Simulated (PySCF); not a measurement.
A structure optimised at PBE-D3(BJ)/def2-TZVP, used in a PySCF frequency run:

```
N
H 1 1.0240
H 1 1.0240 2 107.72
H 1 1.0240 2 107.72 3 -115.96
B 1 1.6489 2 111.17 3 122.02
H 5 1.2176 1 105.16 2 -180.00
H 5 1.2176 6 113.41 1 114.37
H 5 1.2176 6 113.41 7 131.25
```

Task: Write its SMILES, formula and point group.

Result: [BH3-][NH3+], BH6N, C3v

Task: What are its rotational constants (standard atomic weights)?

Result: 72.883, 17.829, 17.829 GHz
